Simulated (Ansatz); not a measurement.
Reaction (formal exchange of groups at a C–C bond): `CCOC(=O)CCCCl` + `[F][SnH3]` → `[F][SnH2][CH2]Cl` + `CCOC(=O)CC`

Program: Ansatz. Geometries: PBE0-D4/def2-TZVP. ΔE: electronic, gas phase. CCSD(T)/CBS is the MP2 limit (def2-TZVPP, def2-QZVPP) plus CCSD(T) − MP2 in def2-TZVPP, frozen cores. DFT in def2-TZVPP. B3LYP here is the variant with VWN-RPA as its local correlation; programs differ in this. def2 core potentials past Kr. For Sn outer-core shells are correlated without core-valence functions, which leaves a few kJ/mol of doubt a bond. One conformer a species, not always the lowest.

(1) Is it downhill or uphill in electronic energy at CCSD(T)/CBS, and by how much? (Estimate.)

(2) What do these levels give: PBE-D4, PBE, PBE0, B3LYP, HF/def2-TZVPP, MP2/def2-TZVPP, SCS-MP2/def2-TZVPP, CCSD/def2-TZVPP, CCSD(T)/def2-TZVPP, SCS-MP2/def2-QZVPP, HF/CBS(def2), MP2/CBS(def2)? (Estimate.)

Largest T1 diagnostic among the species: 0.014.

Results:

(1) The calculation gave: Downhill: ΔE = -11.7 kJ/mol.

(2) Ansatz gave: PBE-D4 -8.4, PBE -12.0, PBE0 -8.3, B3LYP -12.7, HF/def2-TZVPP -4.8, MP2/def2-TZVPP -9.1, SCS-MP2/def2-TZVPP -8.9, CCSD/def2-TZVPP -6.3, CCSD(T)/def2-TZVPP -6.3, SCS-MP2/def2-QZVPP -11.9, HF/CBS(def2) -5.5, MP2/CBS(def2) -14.5 kJ/mol.

From PBE to PBE0 (25 % exact exchange), in def2-TZVPP and without D4, ΔE moves by +3.7 kJ/mol. The D4 term adds +5.1 kJ/mol with B3LYP and +3.3 kJ/mol with PBE0; it sums over pairs of atoms, weighted by their polarisabilities, and B3LYP, whose exchange is more repulsive, gets the larger term.
